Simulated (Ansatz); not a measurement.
Geometry optimisation, Ansatz, RHF/def2-SVP.

input.yaml

```yaml
crystal:
  periodic: [false, false, false]
  atoms:
    - { symbol: Zn, position_ang: [0.330561, 0.201046, 0.027136] }
    - { symbol: Cl, position_ang: [0.668385, -0.008505, 2.203158] }
    - { symbol: Cl, position_ang: [-0.105581, 0.106635, -2.066238] }
    - { symbol: O, position_ang: [-2.445992, -0.064183, 1.056197] }
    - { symbol: Al, position_ang: [-3.398431, -0.97773, -0.017051] }
    - { symbol: H, position_ang: [-3.174205, -2.533247, -0.089412] }
    - { symbol: H, position_ang: [-4.45486, -0.189256, -0.868979] }
    - { symbol: H, position_ang: [-1.862677, -0.272961, 1.800589] }
basis:
  gaussian: { orbitals: def2-SVP }
hamiltonian:
  xc: hf
relax:
  f_tol: 0.03
  max_steps: 50
```

Command:

```bash
$ ansatz run input.yaml --threads 2 --pin off --max-ram 3072MiB --backend cpu --events-out ev --progress --plain --runs-dir out
```

**Question.** Where does it end, and by what steps?

**Answer.** The run converged. After 15 steps the energy has fallen by 1.435 eV; Cl2 moved furthest, 1.14 Å. Joined: Zn1–O4, Cl3–Al5.

| step | energy less start (eV) | largest force component (eV/Å) | accepted |
| --- | --- | --- | --- |
| 0 | 0.0000 | 1.257 | yes |
| 1 | -0.2061 | 1.144 | yes |
| 2 | -0.4388 | 1.408 | yes |
| 3 | -0.5808 | 1.670 | yes |
| 4 | -0.7081 | 1.094 | yes |
| 5 | -0.8323 | 0.480 | yes |
| 6 | -0.9863 | 0.366 | yes |
| 7 | -1.1792 | 0.363 | yes |
| 8 | -1.3194 | 0.471 | yes |
| 9 | -1.3754 | 0.695 | yes |
| 10 | -1.4146 | 0.362 | yes |
| 11 | -1.3847 | 1.049 | no |
| 12 | -1.4292 | 0.155 | yes |
| 13 | -1.4329 | 0.107 | yes |
| 14 | -1.4332 | 0.104 | yes |
| 15 | -1.4349 | 0.021 | yes |

```xyz
8
Properties=species:S:1:pos:R:3
Zn -0.239 0.025 0.675
Cl 1.493 0.657 1.779
Cl -0.895 -0.484 -1.533
O -2.098 -0.417 1.090
Al -2.956 -0.893 -0.467
H -3.252 -2.439 -0.519
H -3.988 0.207 -0.922
H -2.508 -0.394 1.943
```

Time of the run: 27 s on 2 threads of Arm Neoverse V2, with other jobs on the host, peak memory 0.27 GiB.
